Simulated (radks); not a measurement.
All-electron atom: Pd2+ in [Kr] 4d8. All-electron calculation, Dirac Kohn-Sham, PBE, spin-unpolarised, spherical densities, finite nucleus; open shells are shared between the two j in proportion to 2j + 1; Fermi nuclear charge, rms radius 4.5318 fm. Program: a radial shooting solver on a logarithmic mesh with Libxc functionals.

Spin-orbit splittings of the eigenvalues, e(l+1/2) - e(l-1/2), with zeta = 2 splitting/(2l+1) and mean radii in bohr:

shell  occ.  splitting (eV)  zeta (eV)  <r> j=l-1/2  <r> j=l+1/2
2p        6           159.4      106.3       0.1171       0.1221
3p        6           27.78      18.52       0.3712       0.3820
3d       10           5.540      2.216       0.3556       0.3591
4p        6           4.508      3.005        1.013        1.043
4d        8          0.5268     0.2107        1.364        1.380
